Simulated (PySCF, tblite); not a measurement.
Species: C₆H₉FO.
Structure used (GFN2-xTB), in Å, numbered top down from 1:
```
atom  x, y, z in Å
C1     2.0551    0.8114    0.2529
C2     0.9526    0.6970   -0.4616
C3    -0.2623   -0.1350   -0.1045
C4    -1.5218    0.7350   -0.2375
C5    -0.1884   -0.7662    1.2838
C6    -0.2969   -1.2350   -1.1336
O7    -0.1383   -2.3964   -1.0041
F8    -0.5171   -0.7391   -2.3899
H9     2.8662    1.4355   -0.0811
H10    2.2035    0.3052    1.1904
H11    0.8585    1.2235   -1.4026
H12   -1.6031    1.1548   -1.2372
H13   -2.4130    0.1450   -0.0342
H14   -1.4725    1.5512    0.4792
H15   -0.0847    0.0069    2.0403
H16   -1.0970   -1.3301    1.4811
H17    0.6521   -1.4516    1.3488
```

The calculation used wB97X-D/def2-SVPD in PySCF (dipole) on a GFN2-xTB geometry, gas phase.

Masses are those of the commonest isotopes; rigid-rotor values at the optimised geometry. The values belong to one conformer with, in the numbering `[CH2:1]=[CH:2][C:3]([CH3:4])([CH3:5])[C:6](=[O:7])[F:8]`, C1–C2–C3–C4 130°, C2–C3–C6–O7 113°.

Question: What are A, B and C (MHz)?

Answer: Ia = 197.31, Ib = 305.33, Ic = 310.33 u·Å²; 505379 MHz·u·Å²/I gives A = 2561, B = 1655, C = 1629 MHz.

Question: What kind of rotor is it?

Answer: A near-prolate asymmetric top; Ray's κ = -0.943.

Question: What does the inertial defect say?

Answer: Not planar: Δ = Ic − Ia − Ib = -192.31 u·Å². For a rigid frame Δ = −2 Σ m c², so Σ m c² = 96.16 u·Å² lies off the ab plane: 19.84 from hydrogen and 76.32 from heavier atoms. The atom farthest from that plane is 2.31 Å away.

Question: Give the other two planar moments, Paa and Pbb, and the rms extents of the mass along the axes.

Answer: Paa = Σ m a² = (Ib + Ic − Ia)/2 = 209.17 and Pbb = Σ m b² = (Ia + Ic − Ib)/2 = 101.16 u·Å². With the mass M = 116.06 u, the rms extents √(P/M) along a, b and c are 1.34, 0.93, 0.91 Å.

Question: Which lines would a microwave search look for?

Answer: The dipole components are |μa| = 2.67 D, |μb| = 0.35 D, |μc| = 1.62 D. The squared components, which scale the intensities, stand as 1.00 : 0.02 : 0.37 (a : b : c). Some lines, for components of 0.1 D or more:

```
type  branch         J(Ka,Kc)   MHz  lower level (cm⁻¹)
   c       Q  2(1,2) ← 2(0,2)   880               0.329
   c       Q  1(1,1) ← 1(0,1)   906               0.110
   c       Q  2(2,1) ← 2(1,1)  2718               0.361
   b       Q  2(2,0) ← 2(1,1)  2719               0.361
   b       Q  2(2,1) ← 2(1,2)  2798               0.358
   a       R  1(0,1) ← 0(0,0)  3284               0.000
   c       R  1(1,0) ← 0(0,0)  4217               0.000
   b       R  2(0,2) ← 1(1,1)  5661               0.140
   b       R  2(1,2) ← 1(0,1)  7447               0.110
   c       R  2(1,1) ← 1(0,1)  7527               0.110
   b       R  2(2,1) ← 1(1,0)  9312               0.141
   c       R  2(2,1) ← 1(1,1)  9339               0.140
```

Question: Estimate the classical rotational partition function at 10 K, 298.15 K and 500 K.

Answer: Point group C1, symmetry number σ = 1; q = (√π/σ)·√((kT/h)³/(ABC)), k/h = 20836.6 MHz/K: 2030 at 10 K, 330000 at 298.15 K, 717000 at 500 K.

Its GFN2-xTB frequencies are all real (lowest 37 cm⁻¹). No vibrational averaging or centrifugal distortion is included, and the geometry carries the error of its method. A rigid rotor knows nothing of internal rotation, which can split or shift real lines.
